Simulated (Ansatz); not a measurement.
Start from `F[CH2][GeH2][SH]` and change one atom or group to get `[OH][GeH]([SH])[CH2]F`.

Ansatz, PBE0-D4/def2-TZVP geometries, multiplicity 1. Each molecule was computed in one conformer, which needn't be the lowest.

Scalar relativity is left out up to krypton.

| property | `F[CH2][GeH2][SH]` |
| --- | --- |
| size of the dipole moment (PBE/def2-TZVPP) / D | 1.68 |
| HOMO energy (PBE0/def2-TZVPP) / eV | -7.31 |
| HOMO–LUMO gap (ωB97M-V/def2-TZVPP) / eV | 11.43 |
| LUMO energy (B3LYP/def2-TZVPP) / eV | -0.20 |
| LUMO energy (PBE0/def2-TZVPP) / eV | 0.07 |
| HOMO–LUMO gap (PBE0/def2-TZVPP) / eV | 7.38 |

Question: What does the change do to each property? (Best estimate.)

Answer: Computed: 
| property | `[OH][GeH]([SH])[CH2]F` | shift |
| --- | --- | --- |
| size of the dipole moment (PBE/def2-TZVPP) / D | 1.23 | -0.45 |
| HOMO energy (PBE0/def2-TZVPP) / eV | -7.61 | -0.30 |
| HOMO–LUMO gap (ωB97M-V/def2-TZVPP) / eV | 11.67 | 0.24 |
| LUMO energy (B3LYP/def2-TZVPP) / eV | -0.22 | -0.02 |
| LUMO energy (PBE0/def2-TZVPP) / eV | 0.09 | 0.02 |
| HOMO–LUMO gap (PBE0/def2-TZVPP) / eV | 7.70 | 0.32 |

Dipoles are sizes alone; their direction can turn.

B3LYP here is the variant with VWN-RPA as its local correlation; programs differ in this.
